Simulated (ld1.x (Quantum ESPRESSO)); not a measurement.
What one change does to a pseudopotential (silicon (Si), ultrasoft)

```
Element                 : Si
Generator               : ld1.x (Quantum ESPRESSO) 7.5
Type                    : ultrasoft
Functional              : PBE
Relativity              : non-relativistic
Frozen core             : [Ne]
Valence charge          : 4
Reference configuration : 3s1.5 3p2.5
Partial waves           : 3s (bound): rcut 1.85, rcutus 2.15 bohr; 3s channel at 0.3 Ry: rcut 1.85, rcutus 2.15 bohr; 3p (bound): rcut 1.85, rcutus 2.15 bohr; 3p channel at 0.75 Ry: rcut 1.85, rcutus 2.15 bohr; 3d channel at -0.05 Ry: rcut 1.70, rcutus 1.95 bohr; 3d channel at 0.8 Ry: rcut 1.70, rcutus 1.95 bohr
Local potential         : all-electron potential smoothed inside 1.85 bohr (lloc = -1)
Core correction         : Bessel-smoothed model core inside 1.65 bohr
Augmentation charge     : built from norm-conserving waves at rcut, not smoothed further
```

Change: all radii but the core radius scaled by about 0.84 (s 1.82, p 1.82, d 1.64 bohr, rcut 1.56/1.56/1.44); local potential all-electron potential smoothed inside 1.56 bohr (lloc = -1).

Cutoffs: the cutoffs (Ry, on a coarse ladder) from which the occupation-weighted sum of valence levels, in a spherical-Bessel basis at the reference potential, stays within 10 and 1 mRy of its value at 400 Ry; they do not see the model core or the augmentation charge, which bear on the density cutoff. Errors are all-electron minus pseudo energies relative to the spin-unpolarised reference configuration.

Question: Predict the effect on cutoff, ghosts and configuration errors.

Answer: The potential gets softer (8 Ry and 15 Ry → 8 Ry and 12 Ry); of the 7 tests that both files solve, the error grows in 1 and shrinks in 2 by more than 15 % and 0.3 meV (median size 0.4 → 0.8 meV); neither file shows a bound ghost.

```tsv
quantity	base	changed
cutoff, loose	8 Ry	8 Ry
cutoff, tight	15 Ry	12 Ry
bound ghosts	none	none
error for 3s2 3p2, meV [ΔE -3.36 eV]	-0.3	+0.3
error for 3s2 3p1, meV [ΔE 4.39 eV]	0.0	+0.8
error for 3s2 3p0, meV [ΔE 20.40 eV]	+8.7	+6.3
error for 3s1 3p2, meV [ΔE 11.76 eV]	+1.4	+1.4
error for 3s2 3p1.5, meV [ΔE -0.43 eV]	-0.4	+0.4
error for 3s2 3p2.3, meV [ΔE -4.29 eV]	-0.2	+0.3
error for 3s1 3p0, meV [ΔE 54.30 eV]	+81	+63
lowest overlap eigenvalue by channel	s 0.42, p 0.78, d 0.96	s 0.38, p 0.59, d 0.97
```
